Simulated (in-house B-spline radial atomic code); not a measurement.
Whole-atom quantities along the 24-electron series, configuration [Ar] 3d6. Computed with a radial B-spline atomic code at the basis-set limit: non-relativistic Hartree-Fock, average of the configuration, point nuclei.

This level leaves out relativity, spin-orbit splitting included, which matters for heavy ions.

| ion | Z | E/Z² (Eh) | Σ<r²> (bohr²) | n(0)/Z³ (bohr⁻³) | Lamb diamagnetic shielding (ppm) | repulsion over attraction |
| --- | --- | --- | --- | --- | --- | --- |
| Zr16+ | 40 | -2.1369 | 3.158 | 0.69525 | 3428.06 | 0.11481 |
| Nb17+ | 41 | -2.1505 | 2.9382 | 0.69617 | 3526.82 | 0.11248 |
| Mo18+ | 42 | -2.1635 | 2.7411 | 0.69705 | 3625.57 | 0.11024 |
| Tc19+ | 43 | ? | ? | ? | ? | ? |
| Ru20+ | 44 | -2.1881 | 2.4032 | 0.69871 | 3823.02 | 0.10599 |
| Rh21+ | 45 | ? | ? | ? | ? | ? |
| Pd22+ | 46 | -2.2107 | 2.1252 | 0.70025 | 4020.44 | 0.10203 |
| Ag23+ | 47 | ? | ? | ? | ? | ? |
| Cd24+ | 48 | -2.2318 | 1.8934 | 0.70169 | 4217.83 | 0.098332 |
| In25+ | 49 | -2.2418 | 1.7917 | 0.70237 | 4316.51 | 0.096577 |
| Sn26+ | 50 | -2.2514 | 1.6981 | 0.70302 | 4415.19 | 0.09488 |
| Sb27+ | 51 | -2.2606 | 1.6117 | 0.70365 | 4513.86 | 0.093239 |

Q: Fill in the row of Tc19+.

A: E/Z² (Eh): -2.176; Σ<r²> (bohr²): 2.5637; n(0)/Z³ (bohr⁻³): 0.6979; Lamb diamagnetic shielding (ppm): 3724.3; repulsion over attraction: 0.10808.

Q: Fill in the row of Rh21+.

A: E/Z² (Eh): -2.1996; Σ<r²> (bohr²): 2.2577; n(0)/Z³ (bohr⁻³): 0.6995; Lamb diamagnetic shielding (ppm): 3921.73; repulsion over attraction: 0.10397.

Q: Fill in the row of Ag23+.

A: E/Z² (Eh): -2.2215; Σ<r²> (bohr²): 2.0042; n(0)/Z³ (bohr⁻³): 0.70098; Lamb diamagnetic shielding (ppm): 4119.14; repulsion over attraction: 0.10015.

Q: With what power of Z does the column «Σ<r²> (bohr²)» change over this range?

A: A fit of the logarithm of its size against log Z from Z = 40 to 51 has slope -2.76. Unscreened non-relativistic hydrogenic orbitals would give -2.
